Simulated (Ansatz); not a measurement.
`[Cl][GeH2][NH][SiH](Cl)Cl` + `F[SiH2]F` → `F[SiH](F)[SiH](Cl)Cl` + `[NH2][GeH2][Cl]`  (formal exchange of groups at the Si–N bond)

Isolated molecules relaxed with PBE0-D4/def2-TZVP in Ansatz; ΔE leaves out vibrations. CCSD(T)/CBS is the MP2 limit (def2-TZVPP, def2-QZVPP) plus CCSD(T) − MP2 in def2-TZVPP, frozen cores. This one scheme is used for every species. Functionals use def2-TZVPP. B3LYP here is the variant with VWN-RPA as its local correlation; programs differ in this. For Ge outer-core shells are correlated without core-valence functions, which leaves a few kJ/mol of doubt a bond. Scalar relativity is left out up to krypton. One conformer a species, not always the lowest.

Is it downhill or uphill in electronic energy at CCSD(T)/CBS, and by how much? (An estimate is asked.)

The calculation gave: Uphill: ΔE = +22.9 kcal/mol.

What do these levels give: PBE0-D4, B3LYP-D4, ωB97M-V, B2PLYP, PBE, r2SCAN, B3LYP, HF/def2-TZVPP, CCSD/def2-TZVPP, CCSD(T)/def2-TZVPP, HF/CBS(def2), MP2/CBS(def2)? (Best estimate.)

Ansatz gave: PBE0-D4 18.5, B3LYP-D4 20.7, ωB97M-V 22.9, B2PLYP 21.9, PBE 15.1, r2SCAN 19.9, B3LYP 19.1, HF/def2-TZVPP 24.5, CCSD/def2-TZVPP 23.5, CCSD(T)/def2-TZVPP 23.4, HF/CBS(def2) 24.8, MP2/CBS(def2) 25.2 kcal/mol.

Largest T1 diagnostic among the species: 0.012.

The D4 term adds +1.6 kcal/mol with B3LYP and +0.9 kcal/mol with PBE0; it sums over pairs of atoms, weighted by their polarisabilities, and B3LYP, whose exchange is more repulsive, gets the larger term. From PBE to PBE0 (25 % exact exchange), in def2-TZVPP and without D4, ΔE moves by +2.6 kcal/mol.
